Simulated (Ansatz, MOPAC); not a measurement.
Gas-phase reaction in SMILES: FC(=C)F [1,1-difluoroethene] → F/C=C/F

Wanted: isomerisation energy (enthalpy at 298 K), in kcal/mol. Conventions: dispersion terms only where a functional's name holds one; non-relativistic; spin-orbit terms left out; valence correlation only. CBS(X,Y): correlation extrapolated as X^-3; Hartree-Fock from the larger set. [CCSD(T)-MP2]/basis is that difference in the basis named. Ab initio and DFT rows: single points at B3LYP-D3(BJ) geometries (Ansatz, a first-principles code), with unscaled harmonic terms from B3LYP/6-31G* (Ansatz) at its own minima. Semi-empirical rows: MOPAC heats of formation at their own minima for 298 K.

| species | coefficient | E at HF/3-21G (Ansatz), Eh | E at PBE/def2-TZVPD (Ansatz), Eh | H(298 K) - E, kcal/mol | heat of formation at AM1 (MOPAC), kcal/mol |
|---|---|---|---|---|---|
| C=C(F)F | -1 | -274.24659 | -276.90456 | 26.07 | -84.35 |
| F/C=C/F | +1 | -274.22769 | -276.88796 | 26.24 | -82.78 |

Coupled cluster (Ansatz) is a level with limits of its own, used here on species with T1 under 0.025 (0.045 for open shells) and stable references: RI-MP2/CBS(aug-cc-pVTZ,aug-cc-pVQZ)+[CCSD(T)-MP2]/aug-cc-pVTZ. Value to compare with, RI-MP2/CBS(aug-cc-pVTZ,aug-cc-pVQZ)+[CCSD(T)-MP2]/aug-cc-pVTZ (Ansatz): 10.5 kcal/mol. 1 Eh = 627.5095 kcal/mol.

### Question
Compute it at each level from the table, and compare with RI-MP2/CBS(aug-cc-pVTZ,aug-cc-pVQZ)+[CCSD(T)-MP2]/aug-cc-pVTZ (Ansatz).

### Answer

- HF/3-21G: the sum of coefficient times E is 0.01890 Eh, or 11.86 kcal/mol; the thermal terms add 0.17. Result: 12.0 kcal/mol. Its difference against RI-MP2/CBS(aug-cc-pVTZ,aug-cc-pVQZ)+[CCSD(T)-MP2]/aug-cc-pVTZ (Ansatz) is 1.5 kcal/mol.
- PBE/def2-TZVPD: the sum of coefficient times E is 0.01660 Eh, or 10.42 kcal/mol; the thermal terms add 0.17. Result: 10.6 kcal/mol. Its difference against RI-MP2/CBS(aug-cc-pVTZ,aug-cc-pVQZ)+[CCSD(T)-MP2]/aug-cc-pVTZ (Ansatz) is 0.1 kcal/mol.
- AM1: the sum of coefficient times heat of formation is 1.57 kcal/mol; it needs no thermal term. Its difference against RI-MP2/CBS(aug-cc-pVTZ,aug-cc-pVQZ)+[CCSD(T)-MP2]/aug-cc-pVTZ (Ansatz) is -8.9 kcal/mol.
